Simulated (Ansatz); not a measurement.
C8H17N3Ti (`C[N](C)[Ti]1234([NH2])([NH2])[C@@H]5[C@H]1[C@H]2[C@@]3(C)[C@@H]54`). The species carries charge 0 and has multiplicity 1. The geometry is a stationary point of PBE0-D4/def2-TZVP. It is one conformer, not always the lowest.

```xyz
29

C    -2.447   -0.513   -0.177
N    -1.221   -0.740   -0.899
C    -1.179   -2.071   -1.452
Ti    0.342    0.337   -0.665
N    -0.492    2.060   -0.636
N     1.210   -0.020   -2.332
C     2.562    0.399    0.262
C     2.040   -0.903    0.400
C     0.933   -0.836    1.273
C     0.760    0.508    1.675
C    -0.269    1.019    2.625
C     1.774    1.264    1.041
H    -3.320   -0.681   -0.826
H    -2.487    0.511    0.195
H    -2.555   -1.198    0.681
H    -0.266   -2.214   -2.031
H    -1.216   -2.845   -0.667
H    -2.041   -2.247   -2.112
H    -1.119    2.311   -1.389
H    -0.276    2.883   -0.095
H     2.184   -0.175   -2.539
H     0.703    0.126   -3.196
H     3.390    0.692   -0.366
H     2.397   -1.789   -0.102
H     0.306   -1.665    1.570
H    -0.543    2.051    2.401
H    -1.178    0.416    2.588
H     0.108    0.988    3.652
H     1.900    2.334    1.120
```

Problem. What is the dipole moment at B3LYP/def2-TZVPP? (Best estimate.)

Solution. Computed: 0.34 D, with components (0.02, 0.30, 0.15) D in this frame, pointing from negative to positive charge.

Problem. And with PBE, r2SCAN, ωB97M-V? (Estimate.)

Solution. Computed: PBE 0.34 D, r2SCAN 0.33 D, ωB97M-V 0.44 D.

Problem. Give the Mulliken charges with B3LYP, r2SCAN, PBE in def2-TZVPP. (Best estimate.)

Solution. Computed: 
```csv
atom,B3LYP,r2SCAN,PBE
C1,-0.17,-0.05,-0.16
N2,-0.23,-0.21,-0.15
C3,-0.16,-0.04,-0.15
Ti4,0.46,0.41,0.21
N5,-0.44,-0.47,-0.41
N6,-0.42,-0.46,-0.40
C7,-0.12,-0.10,-0.11
C8,-0.11,-0.08,-0.09
C9,-0.16,-0.17,-0.15
C10,0.07,0.13,0.08
C11,-0.27,-0.17,-0.25
C12,-0.16,-0.16,-0.14
H13,0.08,0.04,0.07
H14,0.09,0.06,0.09
H15,0.07,0.04,0.07
H16,0.09,0.06,0.09
H17,0.07,0.03,0.07
H18,0.08,0.04,0.07
H19,0.12,0.14,0.14
H20,0.11,0.13,0.12
H21,0.12,0.13,0.13
H22,0.13,0.15,0.14
H23,0.12,0.10,0.12
H24,0.13,0.10,0.12
H25,0.12,0.09,0.11
H26,0.08,0.05,0.08
H27,0.08,0.06,0.08
H28,0.10,0.07,0.10
H29,0.11,0.09,0.11
```

B3LYP here is the variant with VWN-RPA as its local correlation; programs differ in this.
